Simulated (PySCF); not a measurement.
Electron correlation in Au+ (gold, charge +1)

[Xe] 4f14 5d9 6p1, one real determinant (an excited configuration). Computed with PySCF 2.14 in x2c-TZVPPall (11s7p7d3f1g, 97 functions), with the spin-free X2C one-electron Hamiltonian (Gaussian nucleus). Frozen: [Kr] 4d10 4f14; 18 electrons correlated.

```json
{"level": "CCSD", "correlation energy (mhartree)": "-484.00"}
{"level": "(T)", "correlation energy (mhartree)": "-14.12"}
{"level": "CCSD(T)", "correlation energy (mhartree)": "-498.12"}
```

Diagnostics: T1 = 0.010, D1 = 0.0511, largest double amplitude 0.047.

Q: Is a single reference adequate?

A: Yes, within this model without spin-orbit coupling: T1 lies below 0.03 and no double amplitude reaches 0.07.

The basis was made for the ground configuration and has no added diffuse functions, which can raise the energy of the promoted electron.

The reference is one real determinant that mixes LS terms of this configuration.

This basis was not built for core-valence correlation, so the inner-shell part is incomplete.
